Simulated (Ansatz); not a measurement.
## A correction line for PBE0-D4/def2-TZVPP: atomisation enthalpy at 298 K

The atomisation enthalpy at 298 K in kJ/mol of 8 molecular compounds of Si: x at PBE0-D4/def2-TZVPP, y from tabulated heats of molecules and atoms (CRC Handbook of Chemistry and Physics, NIST-JANAF tables). Shapes, held fixed at every level: PBE0-D4/def2-TZVP. Computed values hold a harmonic thermal term (PBE0-D4/def2-TZVP) and the atoms' spin-orbit lowering. Programs: Ansatz 0.2.0.

| molecule | x (kJ/mol) | y (kJ/mol) |
| --- | --- | --- |
| SiI4 (SMILES I[Si](I)(I)I) | 1011 | 987 |
| SiH2Br2 (dibromosilane) | 1294 | ? |
| SiHBr3 (SMILES Br[SiH](Br)Br) | 1312 | 1205 |
| SiBr4 (tetrabromosilane) | 1323 | 1313 |
| SiH3Cl (chlorosilane) | 1342 | 1367 |
| SiH2Cl2 (dichlorosilane (DCS)) | 1431 | 1449 |
| SiH2F2 (SMILES F[SiH2]F) | 1766 | 1836 |
| SiH3(SiH3) (disilane) | 2105 | 2128 |

Problem. Fit y = c + s·x to the known rows and predict y for SiH2Br2.

Solution. 
1. Means of the 7 rows: x = 1470.00, y = 1469.3.
2. Σ(Δx)² = 766000, Σ(Δx·Δy) = 826815, so the slope is 826815/766000 = 1.0794.
3. Intercept: 1469.3 − (1.0794) × 1470.00 = -117.4. The largest residual of the fit is 94.
4. SiH2Br2: -117.4 + 1.0794 × 1294 = 1279 kJ/mol.

The tabulated heats give 1300 kJ/mol, so the prediction is off by -21 kJ/mol, within the largest residual. Uncorrected, PBE0-D4/def2-TZVPP misses SiH2Br2 by -6 kJ/mol, and the other rows by 40 on average. With references in doubt, neither the misses nor the line can be laid on the level alone. Left out in turn, the other rows are missed by 50 kJ/mol on average, worse than no correction. The heats of SiI4 (SMILES I[Si](I)(I)I), SiBr4 (tetrabromosilane), SiH3Cl (chlorosilane), SiH2Cl2 (dichlorosilane (DCS)) come from older tables and can be uncertain by 10 kJ/mol or more. The molecules' own spin-orbit lowering is left out, so errors for iodides read a little too negative. The tabulated values of SiH2Br2, SiHBr3, SiH2F2, SiH3(SiH3) are in doubt (older tables, estimates, or at odds with other calculations) and kept here. For atoms past krypton def2 sets carry core potentials with scalar relativity. Relativity is left out for Br.
